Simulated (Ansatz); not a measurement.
`C=[CH][GaH][F]` + `C[CH](C)[GeH3]` → `C=[CH][GaH][GeH3]` + `CC(C)F` at 600 K and 1 bar (formal exchange of groups at a Ga–F bond).

Computed with Ansatz on PBE0-D4/def2-TZVP structures; ΔE is electronic, products minus reactants. CCSD(T)/CBS is the MP2 limit (def2-TZVPP, def2-QZVPP) plus CCSD(T) − MP2 in def2-TZVPP, frozen cores. For Ga, Ge outer-core shells are correlated without core-valence functions, which leaves a few kJ/mol of doubt a bond. Scalar relativity is left out up to krypton. One conformer a species, not always the lowest.

```
            species  CCSD(T)/CBS energy (Eh)  H − E (kJ/mol)  S (J/(mol·K))
   `C=[CH][GaH][F]`              -2102.25716           182.6          395.6
   `C[CH](C)[GeH3]`              -2196.28589           372.0          442.0
`C=[CH][GaH][GeH3]`              -4080.33471           255.2          479.4
           `CC(C)F`               -218.16942           300.9          367.4
```

H − E and S are ideal-gas, rigid-rotor, harmonic terms from PBE0-D4/def2-TZVP, for one conformer and one mirror image of each species. 1 Eh = 2625.50 kJ/mol, R = 8.31446 J/(mol·K).

Problem. By hand: ΔE, ΔH, ΔS and ΔG.

Solution. ΔE = (-4080.33471) + (-218.16942) − (-2102.25716) − (-2196.28589) = 0.03892 Eh = 102.2 kJ/mol. Δ(H − E) = 255.2 + 300.9 − 182.6 − 372.0 = 1.5, so ΔH = 103.7 kJ/mol. ΔS = 479.4 + 367.4 − 395.6 − 442.0 = 9.2 J/(mol·K). ΔG = 103.7 − 600 × (9.2)/1000 = 98.2 kJ/mol.

Problem. By hand: the equilibrium constant, and the temperature at which ΔG would vanish if ΔH and ΔS stayed fixed.

Solution. log₁₀ K = −ΔG/(RT ln 10) = -8.5. ΔG = 0 at ΔH/ΔS = 11272 K, far beyond where these terms or the molecules hold.

The number of gas molecules stays the same, so ΔS is small and ΔH decides. A doubt of 5 kJ/mol in ΔE shifts log₁₀ K by 0.4 here. Other conformers and mirror images would add mixing entropy, several J/(mol·K) or more a flexible species. Modes under 60 cm⁻¹, often nearly free rotors, make the harmonic entropy too high. These are equilibria of isolated gas molecules and say nothing of rates. Largest T1 diagnostic: 0.014 (customary marks: 0.02 for closed shells, 0.045 for open ones).
